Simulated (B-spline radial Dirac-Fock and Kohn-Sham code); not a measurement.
Calculated with an atomic code on a B-spline grid, using ΔSCF Dirac-Fock with Breit, self-energy and vacuum polarisation, finite nucleus, configuration average. Free neutral atoms.

Q: Order these X-ray lines by photon energy, lowest first.
A. Fe Lβ4
B. La Mζ1
C. Dy Mζ2
D. Lu Mζ1
E. V Lβ4
F. Al Kα1

A: E (589.5 eV), B (629.4 eV), A (791.4 eV), C (991.5 eV), D (1225.6 eV), F (1487.5 eV).
